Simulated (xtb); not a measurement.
xtb input (GFN2-xTB):

```bash
xtb mol.xyz --gfn 2 --ohess tight --chrg -1 --uhf 0
```
mol.xyz:
```
9

O     -1.89668149    -1.16668775     0.00265849
B     -0.85654088    -0.32128385    -0.17498453
O     -1.08039223     0.68005694    -1.07853352
O      0.31434034    -0.43776577     0.49379302
Si     1.69349313     0.61860085     0.30264984
H     -1.61197328    -1.79387838     0.60375480
H     -0.23195590     1.29495153    -1.09596456
H      1.98499111     0.87460231     1.79628193
H      2.77867454    -0.41494669     0.15772714
```

End of the output:

```
optimized geometry written to: xtbopt.xyz

           -------------------------------------------------
          | TOTAL ENERGY              -17.510733423367 Eh   |
          | TOTAL ENTHALPY            -17.456313460271 Eh   |
          | TOTAL FREE ENERGY         -17.495361060954 Eh   |
          | GRADIENT NORM               0.000220547053 Eh/α |
          | HOMO-LUMO GAP               3.764818608717 eV   |
           -------------------------------------------------

------------------------------------------------------------------------
------------------------------------------------------------------------
 total:
 SCF:
 ANC optimizer:
 analytical hessian:
```

It need not be the lowest isomer of its formula. Whether it binds its extra electron was not tested at this geometry.
